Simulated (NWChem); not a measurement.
Molecule: C2H8GaN; SMILES [Ga]([CH3])([NH2])[CH3]

```xyz
12

Ga     0.0141    -0.0035    -0.0094
C     -0.9126    -1.7406    -0.0143
H     -0.2112    -2.5833    -0.1046
H     -1.6270    -1.7961    -0.8512
H     -1.4921    -1.8738     0.9133
C     -0.8538     1.7583     0.1286
H     -1.5703     1.9021    -0.6959
H     -0.1250     2.5817     0.0980
H     -1.4237     1.8382     1.0681
N      1.8287    -0.0271    -0.1521
H      2.4130     0.8001    -0.1550
H      2.3869    -0.8689    -0.2257
```
Atoms are numbered in this order, from 1.

Level: PBE0/def2-SVP (NWChem), optimised geometry, unscaled harmonic frequencies. 

### Question
List the harmonic frequencies with IR intensities, and the thermochemistry.

### Answer
| frequency (cm⁻¹) | IR intensity (km/mol) |
|---|---|
| 52 | 0.0 |
| 64 | 0.3 |
| 145 | 2.1 |
| 155 | 6.5 |
| 170 | 3.0 |
| 330 | 179.9 |
| 423 | 0.0 |
| 546 | 4.7 |
| 593 | 34.4 |
| 638 | 1.2 |
| 672 | 0.0 |
| 706 | 55.5 |
| 720 | 35.6 |
| 750 | 111.9 |
| 769 | 70.4 |
| 1218 | 18.2 |
| 1220 | 9.1 |
| 1425 | 0.0 |
| 1428 | 0.0 |
| 1431 | 2.8 |
| 1435 | 6.4 |
| 1526 | 30.3 |
| 3055 | 10.6 |
| 3056 | 2.0 |
| 3153 | 0.0 |
| 3154 | 10.9 |
| 3169 | 6.5 |
| 3169 | 8.7 |
| 3618 | 16.7 |
| 3725 | 19.4 |

* **zero-point energy**: 60.8 kcal/mol
* **thermal correction to the enthalpy at 298.15 K (with zero-point energy)**: 66.4 kcal/mol
* **heat capacity Cv**: 26.5 cal/(mol K)
* **entropy at 298.15 K and 1 atm (symmetry number 2)**: 86.6 cal/(mol K)
* **dipole moment**: 0.54 D

Rigid rotor and harmonic oscillator; modes under 100 cm⁻¹ make the entropy uncertain.
